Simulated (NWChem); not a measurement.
Molecule: C3H4O2; SMILES O=C1COC1

```xyz
9

O      0.0000     0.0000     1.8667
C      0.0000     0.0000     0.6638
C      0.0000     1.0535    -0.4536
O      0.0000     0.0000    -1.4384
C      0.0000    -1.0535    -0.4536
H      0.9065     1.7022    -0.4916
H     -0.9065     1.7022    -0.4916
H      0.9065    -1.7022    -0.4916
H     -0.9065    -1.7022    -0.4916
```
Atoms are numbered in this order, from 1.

Program: NWChem. Pople sets run with spherical d functions. Medium grid unless said otherwise, to which SCAN and Minnesota functionals are sensitive. Geometry: optimised at PBE-D3(BJ)/def2-SVP. B3LYP is NWChem's, with the RPA form of VWN correlation. Total energies of different functionals are on different scales.

| level | energy (Ha) | highest occupied level (eV) | orbital gap (eV) | dipole (D) |
|---|---|---|---|---|
| B3LYP/6-31G* | -267.1092 | -7.26 | 6.17 | 0.78 |
| PBE/6-31G* | -266.8070 | -5.91 | 3.95 | 0.75 |
| BLYP/6-31G* | -267.0329 | -5.78 | 3.99 | 0.75 |
| TPSSh/6-31G* | -267.1220 | -6.68 | 5.25 | 0.75 |
| BP86/6-31G* | -267.1129 | -6.04 | 3.98 | 0.76 |
| PW6B95/6-31G* | -267.4269 | -7.67 | 6.88 | 0.77 |
| r2SCAN/6-31G* | -266.9638 | -6.32 | 4.49 | 0.79 |
| RPBE/6-31G* | -267.1173 | -5.86 | 3.98 | 0.73 |
| LC-wPBE (HJS exchange hole, range parameter 0.4 per bohr)/6-31G* | -266.9192 | -10.30 | 11.92 | 0.74 |
| B3PW91/6-31G* | -267.0092 | -7.30 | 6.15 | 0.79 |
